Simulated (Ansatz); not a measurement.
`CO[SiH](O)O[SiH2]O` + `N=C=O` → `O=C=N[SiH2]O` + `CO[SiH](O)O`  (ligand exchange at the Si–O bond)

Isolated molecules relaxed with PBE0-D4/def2-TZVP in Ansatz; ΔE leaves out vibrations. CCSD(T)/CBS adds triple-zeta CCSD(T) − MP2 to the extrapolated MP2 energy (def2 sets, frozen cores). This one scheme is used for every species. Each species was taken in one conformer, which may not be the lowest.

`CO[SiH](O)O[SiH2]O`:

Cartesian coordinates in Å:
```
C -2.099 1.006 -0.129
O -0.754 0.606 0.050
Si -0.310 -0.898 0.522
O -1.068 -1.939 -0.482
O 1.303 -0.949 0.396
Si 2.483 0.029 -0.204
O 2.040 1.595 -0.066
H -2.603 0.371 -0.862
H -2.103 2.036 -0.489
H -2.651 0.968 0.816
H -0.695 -1.176 1.922
H -1.057 -2.873 -0.272
H 2.707 -0.359 -1.620
H 3.713 -0.164 0.593
H 1.094 1.748 -0.176
```

`N=C=O`:

Cartesian coordinates in Å:
```
N 0.373 0.539 0.396
C -0.400 -0.284 -0.035
O -1.223 -1.044 -0.338
H 1.250 0.789 -0.023
```

`O=C=N[SiH2]O`:

```xyz
8

O     0.474   -2.626   -1.783
C     0.177   -1.642   -1.236
N    -0.171   -0.645   -0.678
Si   -0.094    0.855    0.141
O     0.363    0.669    1.699
H     0.940    1.699   -0.488
H    -1.448    1.445    0.037
H    -0.241    0.244    2.309
```

`CO[SiH](O)O`:

Cartesian coordinates in Å:
```
C -0.068 -1.460 0.965
O -0.565 -0.209 0.546
Si 0.005 0.610 -0.750
O 1.548 1.117 -0.598
O -0.968 1.913 -0.908
H -0.001 -2.169 0.131
H 0.925 -1.360 1.416
H -0.751 -1.869 1.711
H 0.017 -0.276 -1.931
H 1.711 1.874 -0.032
H -1.853 1.829 -0.550
```

```json
{"species": "`CO[SiH](O)O[SiH2]O`", "MP2/CBS(def2) energy (Eh)": "-921.87969"}
{"species": "`N=C=O`", "MP2/CBS(def2) energy (Eh)": "-168.49387"}
{"species": "`O=C=N[SiH2]O`", "MP2/CBS(def2) energy (Eh)": "-534.01702"}
{"species": "`CO[SiH](O)O`", "MP2/CBS(def2) energy (Eh)": "-556.34678"}
```

(1) Work out ΔE.

Largest T1 diagnostic among the species: 0.018.

## Answers

(1) ΔE = (-534.01702) + (-556.34678) − (-921.87969) − (-168.49387) = 0.00976 Eh = +6.1 kcal/mol. CCSD(T)/CBS gives +7.0 kcal/mol.

The D4 term adds +1.9 kcal/mol with B3LYP and +1.1 kcal/mol with PBE0; it sums over pairs of atoms, weighted by their polarisabilities, and B3LYP, whose exchange is more repulsive, gets the larger term. In def2-TZVPP, CCSD(T) changes the Hartree–Fock value by +2.1 kcal/mol (the triples alone add +0.4 kcal/mol) and MP2 by +1.3 kcal/mol.

B3LYP here is the variant with VWN-RPA as its local correlation; programs differ in this.
